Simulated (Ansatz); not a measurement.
Calculated with Ansatz (gas phase, PBE0-D4/def2-TZVP geometries, no zero-point term in ΔE). CBS: MP2 limit from def2 TZ/QZ plus the TZ coupled-cluster correction, frozen cores. This one scheme is used for every species. Functionals use def2-TZVPP. B3LYP here is the variant with VWN-RPA as its local correlation; programs differ in this. One conformer a species, not always the lowest.

`O[SiH2][SiH](Cl)Cl` + SiH₄ → `O[SiH2][SiH]([SiH3])Cl` + HCl  (formal exchange of groups at the Si–Cl bond)

| level | ΔE (kJ/mol) | difference from CCSD(T)/CBS |
| --- | --- | --- |
| PBE-D4 | 80.1 | -13.1 |
| B3LYP-D4 | 93.8 | 0.6 |
| ωB97X-V | 94.2 | 1.0 |
| ωB97M-V | 99.5 | 6.3 |
| B2PLYP | 99.2 | 6.0 |
| PBE | 82.4 | -10.8 |
| r2SCAN | 93.0 | -0.2 |
| PBE0 | 86.4 | -6.8 |
| B3LYP | 97.2 | 4.0 |
| MP2/def2-TZVPP | 100.9 | 7.7 |
| SCS-MP2/def2-TZVPP | 102.3 | 9.1 |
| CCSD(T)/def2-TZVPP | 91.2 | -2.0 |
| MP2/def2-QZVPP | 102.2 | 9.0 |
| SCS-MP2/def2-QZVPP | 103.5 | 10.3 |
| MP2/CBS(def2) | 102.8 | 9.6 |
| CCSD/CBS(def2) | 95.0 | 1.8 |
| CCSD(T)/CBS | 93.2 | 0 |

Largest T1 diagnostic among the species: 0.012.

In def2-TZVPP, CCSD(T) changes the Hartree–Fock value by −20.5 kJ/mol (the triples alone add −1.8 kJ/mol) and MP2 by −10.9 kJ/mol. From PBE to PBE0 (25 % exact exchange), in def2-TZVPP and without D4, ΔE moves by +4.0 kJ/mol. The D4 term adds −3.4 kJ/mol with B3LYP and −2.2 kJ/mol with PBE0; it sums over pairs of atoms, weighted by their polarisabilities, and B3LYP, whose exchange is more repulsive, gets the larger term.
